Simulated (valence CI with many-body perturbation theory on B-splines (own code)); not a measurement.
## E1 transitions of Sr6+

Computed by relativistic CI+MBPT: four valence electrons over a frozen Dirac-Fock core [Ar] 3d10, a basis of 11 s, 11 p, 10 d, 8 f, 5 g, 2 h functions for each j, with the one-electron correlation potential Σ1, the two-electron term Σ2, the three-electron term Σ3, Breit, model QED; selected CI, second order for the rest (own B-spline code, finite nucleus).

Set against measurement, 13 paired levels are off by 110 cm⁻¹ on average, the worst by 272. These come from a selection out of Sansonetti, J. Phys. Chem. Ref. Data 41, 013102 (2012). Levels without a partner in it may be off by more. Among the levels kept, up to 910 cm⁻¹ of a level comes from second order outside the variational space, and about a tenth of that is noise between levels of different J, which matters for small intervals.

Lines 101 to 150 of 569 in falling wavelength, among levels below 74.239 eV, chosen from the strongest by gf and those to the six lowest levels. Wavelengths and rates use the calculated energies, so an error of 100 cm⁻¹ moves a line at 71.82 nm by 0.072 % and its rate by three times that or more. Electric multipoles are in the length gauge, E1 and E2 with the static RPA response of the core. Weak lines are less certain than strong ones. Lines between different terms over intervals too small for the method are left out, as are lines whose strength nearly cancels. Where a level lies close to another of its J and parity, the split of strength between their lines is uncertain. The highest levels of a list are the least certain.

Names give the largest LS component (configuration and term), which can be under half, so a name can repeat, a term be missing and a line seem to break the LS rules; names also repeat where a configuration has a term twice. Letters in brackets count levels of one name in rising energy.

```csv
λ vac (nm),λ from measured levels,Upper,Lower,A (s⁻¹),log gf,Branch %
104.3,,4s2 4p 5d 3P°_1,4s2 4p 5p 3P_2,8.55e+08,-0.38,17.7
104.1,,4s2 4p 5d 1D°_2,4s 4p2 4d 3D_1 [a],3.58e+08,-0.54,7.7
103.4,,4s2 4p 5d 1P°_1,4s2 4p 5p 3S_1,6.53e+08,-0.50,14.3
102.7,,4s2 4p 5d 3F°_2,4s 4p2 4d 3G_3,2.81e+08,-0.65,6.0
102.5,,4s2 4p 5d 3F°_2,4s2 4p 5p 3D_1,3.47e+09,0.44,74.6
101.8,,4s2 4p 5d 3F°_3,4s 4p2 4d 3G_4,2.10e+08,-0.64,4.7
101.7,,4s2 4p 5d 1F°_3,4s2 4p 5p 3P_2,2.98e+08,-0.49,6.3
101.0,,4s2 4p 5d 3P°_1,4s2 4p 5p 3P_1 [b],8.26e+08,-0.42,17.1
100.9,,4s2 4p 5d 3F°_4,4s 4p2 4d 1F_3 [a],4.62e+08,-0.20,10.2
99.39,,4s2 4p 5d 3D°_1,4s2 4p 5p 3D_1,1.11e+09,-0.31,23.5
97.51,,4s2 4p 5d 1D°_2,4s2 4p 5p 3P_1 [a],2.75e+08,-0.71,6.0
97.50,,4s2 4p 5d 1D°_2,4s2 4p 5p 3D_2,3.22e+08,-0.64,7.0
96.23,,4s2 4p 5d 1P°_1,4s2 4p 5p 3P_1 [b],5.46e+08,-0.64,12.0
93.22,,4s2 4p 5d 3F°_4,4s 4p2 4d 3G_5,3.15e+08,-0.43,7.0
88.71,,4s2 4p 6s 1P°_1,4s2 4p 5p 1S_0,4.90e+08,-0.76,2.2
85.86,,4s 4p3 5S°_2,4s2 4p2 3P_2,8.81e+06,-2.31,56.7
84.94,,4p4 3P_2,4s 4p3 3S°_1,3.65e+08,-0.70,6.4
81.85,,4s 4p3 5S°_2,4s2 4p2 3P_1,6.26e+06,-2.50,40.3
79.94,,4s2 4p 6s 1P°_1,4s2 4p 5p 1D_2,3.15e+09,-0.04,14.1
78.29,,4s2 4p 6s 3P°_2,4s2 4p 5p 3S_1,1.07e+09,-0.31,6.7
78.18,,4p3 4d 3F°_4,4s 4p2 4d 3F_4 [c],2.76e+08,-0.64,11.2
77.30,,4s 4p2 4d 1G_4,4s2 4p 4d 1F°_3,4.23e+08,-0.47,13.6
77.24,,4s2 4p 6s 3P°_1,4s2 4p 5p 3P_0,7.25e+08,-0.71,3.8
76.73,,4s2 4p 6s 3P°_0,4s2 4p 5p 3P_1 [a],4.03e+09,-0.45,25.7
76.48,,4s2 4p 6s 3P°_1,4s2 4p 5p 3D_2,2.86e+09,-0.12,15.2
75.87,,4s 4p2 5p 3D°_3,4s 4p2 4d 3F_4 [b],3.97e+08,-0.62,4.1
75.85,,4s2 4p 6s 3P°_2,4s2 4p 5p 3P_2,2.08e+09,-0.05,13.0
75.83,,4s2 4p 6s 3P°_2,4s2 4p 5p 3D_3,2.66e+09,0.06,16.6
73.88,,4p3 4d 3G°_5,4s 4p2 4d 3F_4 [b],1.98e+08,-0.75,12.6
73.52,,4s2 4p 6s 1P°_1,4s2 4p 5p 3P_1 [b],1.26e+09,-0.51,5.6
72.41,,4s2 4p 6s 3P°_1,4s2 4p 5p 3D_1,1.58e+09,-0.43,8.4
71.82,71.78,4s 4p3 3D°_1,4s2 4p2 1D_2,2.86e+07,-2.18,2.4
71.79,71.74,4s 4p3 3P°_1,4s2 4p2 1S_0,2.16e+07,-2.30,0.8
71.73,71.69,4s 4p3 3D°_2,4s2 4p2 1D_2,8.50e+06,-2.48,0.8
71.69,,4s2 4p 5p 1D_2,4s2 4p 4d 1F°_3,2.56e+09,-0.01,33.4
70.50,70.45,4s 4p3 3D°_3,4s2 4p2 1D_2,1.11e+08,-1.24,12.7
68.46,,4s2 4p 5p 1S_0,4s2 4p 4d 1P°_1,2.71e+09,-0.72,32.0
66.77,,4s 4p2 5p 3P°_1,4s 4p2 4d 3D_2 [a],1.54e+09,-0.51,15.0
66.15,,4p3 4d 1G°_4,4s 4p2 4d 1G_4,6.78e+08,-0.40,45.9
66.04,,4s2 4p 5p 3P_1 [b],4s2 4p 4d 3P°_1 [b],8.67e+08,-0.77,8.3
65.76,,4s 4p2 5p 3P°_2,4s 4p2 4d 1F_3 [a],1.13e+09,-0.44,10.7
65.57,,4s2 4p 5p 3P_0,4s2 4p 4d 3P°_1 [a],4.06e+09,-0.58,67.8
65.45,,4s2 4p 5p 3P_2,4s2 4p 4d 3D°_2,1.30e+09,-0.38,18.4
65.30,,4s2 4p 5p 3D_3,4s2 4p 4d 3D°_3,9.22e+08,-0.38,5.4
65.29,,4p4 1D_2,4s 4p3 1D°_2,2.44e+09,-0.11,67.9
65.28,,4s2 4p 5p 3P_2,4s2 4p 4d 3D°_3,1.81e+09,-0.24,25.5
64.40,64.34,4s 4p3 3D°_2,4s2 4p2 3P_2,1.15e+07,-2.45,1.1
63.96,,4s2 4p 5p 3P_1 [b],4s2 4p 4d 1D°_2,1.66e+09,-0.52,15.9
63.87,,4p4 1S_0,4s 4p3 1P°_1,3.89e+09,-0.62,75.0
63.81,,4s2 4p 5p 3P_1 [a],4s2 4p 4d 3P°_2,2.53e+09,-0.33,40.1
```

(1) How does gf follow from A for the line at 65.45 nm?

Answers

(1) gf = 1.4992 × (2J+1)_upper × A / σ², with σ = 152797 cm⁻¹ and 2J+1 = 5: gf = 0.417.
